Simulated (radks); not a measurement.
Species: Zn+. Configuration: [Ar] 3d10 4s1. Calculated with a radial shooting solver on a logarithmic mesh with Libxc functionals: Dirac Kohn-Sham, XLYP, spin-unpolarised, spherical densities, point nucleus.

Normalised radial functions P(r) = r R(r) (large component), r in bohr:

```
   r/bohr * 2p3/2, o 3s1/2, + 4s1/2 (the largest magnitude, 2.17, reaches the edge; | marks zero, & curves that meet)
 0.006425                             *+ o
 0.009662                             |&  o
  0.01441                             |+* o
   0.0215                             |+ * o
  0.03234                             |+   o*
  0.04824                             |+ o       *
  0.07255                            o+                 *
   0.1082                      o    + |                        *
   0.1628                    o      + |                          *
   0.2428                         o  +|                     *
   0.3622                             | +     o  *
   0.5447                             |  *+            o
   0.8126                             *+           o
    1.222                        +    *    o
    1.823                    +        *o
    2.741                      +      &
     4.09                          +  &
    6.101                            +&
```

2p3/2: eigenvalue -1006.0 eV, 0 radial nodes, <r> = 0.199 bohr, 90 % of the charge inside 0.326 bohr. 3s1/2: eigenvalue -138.72 eV, 2 radial nodes at r = 0.0652, 0.277 bohr, <r> = 0.681 bohr, 90 % of the charge inside 1.02 bohr. 4s1/2: eigenvalue -14.160 eV, 3 radial nodes at r = 0.0649, 0.270, 0.844 bohr, <r> = 2.40 bohr, 90 % of the charge inside 3.64 bohr.
